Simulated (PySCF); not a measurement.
How methods differ on the excitation energy of Al

Al [Ne] 3s2 3p1 (2P) → Al [Ne] 3s2 3d1 (2D), as a difference of total energies. All numbers are calculated (PySCF 2.14, the spin-free X2C one-electron Hamiltonian (Gaussian nucleus), in x2c-TZVPPall with one added diffuse shell each of s, p, d type (6s6p4d1f, 51 functions)). Correlated levels: valence: [Ne] frozen; valence and next inner shell: 1s2 frozen. The calculations carry no spin-orbit coupling.

```json
{"method": "UHF", "excitation energy (eV)": "4.434"}
{"method": "LDA", "excitation energy (eV)": "4.130"}
{"method": "PBE", "excitation energy (eV)": "4.081"}
{"method": "PBE0", "excitation energy (eV)": "4.247"}
{"method": "r2SCAN", "excitation energy (eV)": "4.369"}
{"method": "M06", "excitation energy (eV)": "4.010"}
{"method": "TPSS", "excitation energy (eV)": "4.243"}
{"method": "wB97X-V", "excitation energy (eV)": "4.570"}
{"method": "revPBE", "excitation energy (eV)": "4.054"}
{"method": "MP2 (valence)", "excitation energy (eV)": "4.492"}
{"method": "SCS-MP2 (valence)", "excitation energy (eV)": "4.485"}
{"method": "MP2 (valence and next inner shell)", "excitation energy (eV)": "4.467"}
{"method": "SCS-MP2 (valence and next inner shell)", "excitation energy (eV)": "4.463"}
```

Errors of the correlated levels include the incompleteness of this basis and the frozen core.

The promoted electron is Rydberg-like, and one or two diffuse shells describe it only roughly, which tends to raise the upper state.

Task: Which method comes closest to the reference value, and which is furthest?

Result: The reference is 4.012 eV (measured; NIST levels, between the centres of gravity of the two terms). Closest: M06 (error -0.002 eV); furthest: wB97X-V (error 0.558 eV).
